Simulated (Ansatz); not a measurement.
`C=N[SiH](N)F`. Total charge 0; spin multiplicity 1.

```xyz
10

C     1.399    1.369   -0.351
N     1.018    0.172   -0.424
Si   -0.220   -0.523    0.564
N    -1.334   -1.232   -0.490
F    -0.886    0.600    1.502
H     2.201    1.733   -1.005
H     0.976    2.111    0.341
H     0.355   -1.499    1.511
H    -2.141   -1.746   -0.185
H    -1.369   -0.986   -1.464
```

Question: What are the harmonic wavenumbers in cm⁻¹ at PBE0-D4/def2-TZVP (Ansatz, finite differences of forces, unscaled)? (An estimate is asked.)

Answer: Ansatz gave: 72, 99, 178, 229, 261, 353, 404, 543, 703, 756, 824, 879, 911, 947, 1139, 1228, 1522, 1574, 1767, 2274, 2992, 3071, 3634, 3733.

Question: Is this a minimum?

Answer: Yes, all 24 modes are real.

Question: Give the ideal-gas thermochemistry at 298.15 K and 1 bar (rigid rotor, harmonic oscillator; point group C1, symmetry number 1).

Answer: Zero-point energy 180.0 kJ/mol; H(298) − E = 201.6 kJ/mol; entropy 347.9 J/(mol·K), of which translation 165.3, rotation 109.9, vibration 72.7; G(298) − E = 97.9 kJ/mol. Modes under 100 cm⁻¹ are hindered rotations or soft bends, so the harmonic entropy is rough.

Question: And at 400, 500, 600, 800 and 1000 K?

Answer: 
| T (K) | H − E (kJ/mol) | S (J/mol/K) | G − E (kJ/mol) |
| --- | --- | --- | --- |
| 400 | 213.5 | 382.1 | 60.7 |
| 500 | 226.8 | 411.7 | 20.9 |
| 600 | 241.4 | 438.3 | -21.6 |
| 800 | 273.6 | 484.6 | -114.0 |
| 1000 | 308.9 | 523.8 | -214.9 |
